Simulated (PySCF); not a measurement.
```xyz
4
charge 0 multiplicity 1, angstrom
Tl    0.0000    0.0000    0.0000
H     1.7367    0.0000    0.0000
H    -0.8683    1.5040    0.0000
H    -0.8683   -1.5040    0.0000
```

Computed with PBE0/[Tl def2-TZVP with ECP60, H def2-TZVP], scalar-relativistic core potentials, density fitting, no spin–orbit coupling, PySCF.

This geometry of TlH₃ is a stationary point at this level.

Question: What is the point group?

Answer: D3h.

Question: Is it a minimum?

Answer: Yes: all harmonic wavenumbers are real.

Question: List the harmonic modes with their infrared intensities.

Answer: 
```tsv
symmetry	ω (cm⁻¹)	IR (km/mol, summed over degenerate members)	type
e'	497	289	bend
a2''	664	89.1	bend
e'	1812	690	stretch
a1'	1825	0.0	stretch
```

Question: Give the ideal-gas entropy at 298.15 K and 1 bar by parts.

Answer: translation 175.4, rotation 55.4, vibration 7.1, spin 0.0; total 237.9 J/(mol K).

In D3h the vibrations span 2e' + a2'' + a1'. The a1' mode carries no infrared intensity, as symmetry demands.

Spin–orbit coupling, left out here, can matter for elements this heavy.
